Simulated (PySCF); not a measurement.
**Excitation energy of Si⁺ by level of theory**

Si⁺ [Ne] 3s2 3p1 (2P) → Si⁺ [Ne] 3s2 4s1 (2S), as a difference of total energies. All numbers are calculated (PySCF 2.14, the non-relativistic Hamiltonian (point nucleus), in dyall-av3z). Correlated levels: valence: [Ne] frozen; virtual orbitals above 40 to 60 times the deepest correlated orbital energy dropped. The calculations carry no spin-orbit coupling.

```json
{"method": "UHF", "excitation energy (eV)": "7.991"}
{"method": "MP2 (valence)", "excitation energy (eV)": "8.019"}
{"method": "SCS-MP2 (valence)", "excitation energy (eV)": "8.037"}
{"method": "CCSD (valence)", "excitation energy (eV)": "8.080"}
{"method": "CCSD(T) (valence)", "excitation energy (eV)": "8.080"}
```

Q: How much does correlation contribute at CCSD(T) (valence)?

A: 8.080 − (7.991) = 0.089 eV, measured against UHF.

Errors of the correlated levels include the incompleteness of this basis and the frozen core.

For comparison: 8.097 eV (measured; NIST levels, between the centres of gravity of the two terms).
